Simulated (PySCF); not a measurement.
chlorosilylformaldehyde (CH3ClOSi), SMILES O=C[SiH2]Cl.

The structure is a stationary point at PBE-D3(BJ)/def2-SVP. One conformer was computed; it need not be the lowest.

Calculation: PySCF with PBE-D3(BJ)/def2-SVP.

Frequencies are harmonic and unscaled.

```json
[
 {"mode": "1", "ν (cm⁻¹)": "74", "IR (km/mol)": "9.4", "moving atoms (share of kinetic energy)": "O 34 %, C 27 %, H 26 %"},
 {"mode": "2", "ν (cm⁻¹)": "111", "IR (km/mol)": "11.9", "moving atoms (share of kinetic energy)": "Si 34 %, Cl 26 %, O 22 %, H 9 %, C 9 %"},
 {"mode": "3", "ν (cm⁻¹)": "296", "IR (km/mol)": "1.4", "moving atoms (share of kinetic energy)": "O 53 %, C 20 %, Cl 17 %"},
 {"mode": "4", "ν (cm⁻¹)": "429", "IR (km/mol)": "16.4", "moving atoms (share of kinetic energy)": "H 85 %, Si 13 %"},
 {"mode": "5", "ν (cm⁻¹)": "540", "IR (km/mol)": "61.5", "moving atoms (share of kinetic energy)": "Si 50 %, Cl 40 %"},
 {"mode": "6", "ν (cm⁻¹)": "659", "IR (km/mol)": "2.9", "moving atoms (share of kinetic energy)": "H 96 %"},
 {"mode": "7", "ν (cm⁻¹)": "677", "IR (km/mol)": "2.9", "moving atoms (share of kinetic energy)": "C 56 %, Si 27 %, H 16 %"},
 {"mode": "8", "ν (cm⁻¹)": "818", "IR (km/mol)": "206.2", "moving atoms (share of kinetic energy)": "H 86 %, Si 11 %"},
 {"mode": "9", "ν (cm⁻¹)": "864", "IR (km/mol)": "17.1", "moving atoms (share of kinetic energy)": "H 58 %, C 36 %"},
 {"mode": "10", "ν (cm⁻¹)": "897", "IR (km/mol)": "84.4", "moving atoms (share of kinetic energy)": "H 94 %"},
 {"mode": "11", "ν (cm⁻¹)": "1318", "IR (km/mol)": "12.7", "moving atoms (share of kinetic energy)": "H 82 %, C 11 %"},
 {"mode": "12", "ν (cm⁻¹)": "1736", "IR (km/mol)": "108.1", "moving atoms (share of kinetic energy)": "C 57 %, O 42 %"},
 {"mode": "13", "ν (cm⁻¹)": "2176", "IR (km/mol)": "49.3", "moving atoms (share of kinetic energy)": "H 98 %"},
 {"mode": "14", "ν (cm⁻¹)": "2192", "IR (km/mol)": "82.6", "moving atoms (share of kinetic energy)": "H 95 %"},
 {"mode": "15", "ν (cm⁻¹)": "2742", "IR (km/mol)": "138.7", "moving atoms (share of kinetic energy)": "H 92 %"}
]
```
